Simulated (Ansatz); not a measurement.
Reaction (cleavage of the Zn–B bond): `O[SiH2][BH][ZnH]` + `[OH][GeH3]` → `[ZnH][O][GeH3]` + `B[SiH2]O`

Gas-phase electronic energies from Ansatz, PBE0-D4/def2-TZVP geometries. CCSD(T)/CBS adds triple-zeta CCSD(T) − MP2 to the extrapolated MP2 energy (def2 sets, frozen cores). DFT in def2-TZVPP. B3LYP here is the variant with VWN-RPA as its local correlation; programs differ in this. For Ge, Zn outer-core shells are correlated without core-valence functions, which leaves a few kJ/mol of doubt a bond. Scalar relativity is left out up to krypton. One conformer a species, not always the lowest.

Is it downhill or uphill in electronic energy at CCSD(T)/CBS, and by how much? (Estimate.)

The calculation gave: Downhill: ΔE = -70.3 kJ/mol.

What do these levels give: B3LYP-D4, ωB97X-V, B2PLYP, B3LYP, CCSD(T)/def2-TZVPP, HF/def2-QZVPP? (An estimate is asked.)

Ansatz gave: B3LYP-D4 -66.6, ωB97X-V -68.5, B2PLYP -74.4, B3LYP -68.0, CCSD(T)/def2-TZVPP -69.9, HF/def2-QZVPP -85.6 kJ/mol.

Largest T1 diagnostic among the species: 0.016.

In def2-TZVPP, CCSD(T) changes the Hartree–Fock value by +12.0 kJ/mol (the triples alone add +0.9 kJ/mol) and MP2 by +4.6 kJ/mol.
